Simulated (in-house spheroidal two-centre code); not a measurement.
Computed with a spheroidal two-centre code. Model: one electron and two fixed point charges, non-relativistic, separated in prolate spheroidal coordinates (energies exact to about nine digits).

With r1 and r2 the distances to the charges and R their separation, ξ = (r1 + r2)/R and η = (r1 − r2)/R; m is the angular momentum about the axis. The force apart is −d(total energy)/dR, and minima and barriers are those of the total energy. The separation constant A is the eigenvalue of −d/dη(1−η²)d/dη + m²/(1−η²) − p²η² − R(Z2−Z1)η, with p² = −E R²/2 and E the electronic energy.

Command:
```bash
python run_two.py task.json out
```
Settings:
```
Z1                     1
Z2                     1
xi_nodes               0
eta_nodes              1
m                      2
```

Cost of the run: 1.2 s on 1 thread of Intel(R) Xeon(R) Processor @ 2.30GHz (shared host).

**Energy curve, total energy includes the repulsion of the charges.**

Given: first charge 1; second charge 1; united atom label 4f delta u; nodes in ξ 0; nodes in η 1.

Computed: united atom energy -0.125 hartree.

| distance (bohr) | electronic energy (hartree) | total energy (hartree) | kinetic energy (hartree) | force apart (hartree/bohr) |
| --- | --- | --- | --- | --- |
| 1.29 | -0.124993256 | 0.650200542 | 0.12497 | 0.6009 |
| 2.32 | -0.124933724 | 0.306100759 | 0.12468 | 0.18568 |
| 4.16 | -0.124433035 | 0.115951581 | 0.12246 | 0.057311 |
| 7.46 | -0.121446755 | 0.0126015029 | 0.1117 | 0.016662 |
| 12.5 | -0.113175899 | -0.033175899 | 0.090554 | 0.0045903 |
| 17.5 | -0.104329674 | -0.0471868169 | 0.075002 | 0.0015894 |
| 22.5 | -0.0966623735 | -0.0522179291 | 0.065518 | 0.00059109 |
| 27.5 | -0.0904739907 | -0.0541103544 | 0.060298 | 0.000225 |
| 32.5 | -0.0856078337 | -0.054838603 | 0.057716 | 8.8525e-05 |
| 37.5 | ? | ? | ? | ? |
| 42.5 | -0.078801061 | -0.0552716492 | 0.056096 | 1.9395e-05 |
| 47.5 | -0.0763993041 | -0.0553466725 | 0.0559 | 1.1645e-05 |
| 52.5 | -0.0744421184 | -0.0553944993 | 0.055808 | 7.8743e-06 |
| 57.5 | ? | ? | ? | ? |
| 70.6 | -0.0696450748 | -0.0554807688 | 0.055679 | 2.801e-06 |
| 97.7 | -0.0657599238 | -0.0555245093 | 0.05561 | 8.7709e-07 |
| 135 | -0.0629504103 | -0.0555430029 | 0.055579 | 2.6363e-07 |
| 187 | -0.0608982092 | -0.0555506156 | 0.055565 | 7.623e-08 |

Task: What belongs in the row 37.5?

Result: electronic energy (hartree): -0.0818015631; total energy (hartree): -0.0551348965; kinetic energy (hartree): 0.056569; force apart (hartree/bohr): 3.8237e-05.

Task: What belongs in the row 57.5?

Result: electronic energy (hartree): -0.0728192929; total energy (hartree): -0.0554279885; kinetic energy (hartree): 0.055755; force apart (hartree/bohr): 5.6925e-06.

**Where the electron sits, z along the axis from the midpoint, the separation constant A tends to l(l+1) at zero distance; at short distance the term in R(Z2−Z1)η can raise or lower it, and at long distance it falls (p² = -ER²/2).**

```json
{"distance (bohr)": "0.4", "mean z squared (bohr²)": "30.011", "mean squared distance from axis (bohr²)": "59.989", "separation constant": "11.997"}
{"distance (bohr)": "0.718", "mean z squared (bohr²)": "30.037", "mean squared distance from axis (bohr²)": "59.965", "separation constant": "11.989"}
{"distance (bohr)": "1.29", "mean z squared (bohr²)": "30.124", "mean squared distance from axis (bohr²)": "59.895", "separation constant": "11.965"}
{"distance (bohr)": "2.32", "mean z squared (bohr²)": "30.442", "mean squared distance from axis (bohr²)": "59.739", "separation constant": "11.888"}
{"distance (bohr)": "4.16", "mean z squared (bohr²)": "31.748", "mean squared distance from axis (bohr²)": "59.782", "separation constant": "11.638"}
{"distance (bohr)": "7.46", "mean z squared (bohr²)": "37.369", "mean squared distance from axis (bohr²)": "62.339", "separation constant": "10.847"}
{"distance (bohr)": "12.5", "mean z squared (bohr²)": "54.829", "mean squared distance from axis (bohr²)": "71.263", "separation constant": "8.8689"}
{"distance (bohr)": "17.5", "mean z squared (bohr²)": "83.238", "mean squared distance from axis (bohr²)": "81.804", "separation constant": "6.0562"}
{"distance (bohr)": "22.5", "mean z squared (bohr²)": "124.47", "mean squared distance from axis (bohr²)": "91.145", "separation constant": "2.3547"}
{"distance (bohr)": "27.5", "mean z squared (bohr²)": "180.52", "mean squared distance from axis (bohr²)": "98.043", "separation constant": "-2.3602"}
{"distance (bohr)": "32.5", "mean z squared (bohr²)": "252.34", "mean squared distance from axis (bohr²)": "102.38", "separation constant": "-8.2348"}
{"distance (bohr)": "37.5", "mean z squared (bohr²)": "339.49", "mean squared distance from axis (bohr²)": "104.77", "separation constant": "-15.39"}
{"distance (bohr)": "42.5", "mean z squared (bohr²)": "440.81", "mean squared distance from axis (bohr²)": "105.99", "separation constant": "-23.9"}
{"distance (bohr)": "47.5", "mean z squared (bohr²)": "555.28", "mean squared distance from axis (bohr²)": "106.62", "separation constant": "-33.8"}
{"distance (bohr)": "52.5", "mean z squared (bohr²)": "682.32", "mean squared distance from axis (bohr²)": "106.98", "separation constant": "-45.101"}
{"distance (bohr)": "57.5", "mean z squared (bohr²)": "821.71", "mean squared distance from axis (bohr²)": "107.2", "separation constant": "-57.804"}
{"distance (bohr)": "70.6", "mean z squared (bohr²)": "1245.2", "mean squared distance from axis (bohr²)": "107.53", "separation constant": "-97.725"}
{"distance (bohr)": "97.7", "mean z squared (bohr²)": "?", "mean squared distance from axis (bohr²)": "?", "separation constant": "?"}
{"distance (bohr)": "135", "mean z squared (bohr²)": "?", "mean squared distance from axis (bohr²)": "?", "separation constant": "?"}
{"distance (bohr)": "187", "mean z squared (bohr²)": "8752.9", "mean squared distance from axis (bohr²)": "107.97", "separation constant": "-872.06"}
```

Task: What belongs in the row 97.7?

Result: mean z squared (bohr²): 2390.5; mean squared distance from axis (bohr²): 107.8; separation constant: -210.7.

Task: What belongs in the row 135?

Result: mean z squared (bohr²): 4564.1; mean squared distance from axis (bohr²): 107.92; separation constant: -433.03.
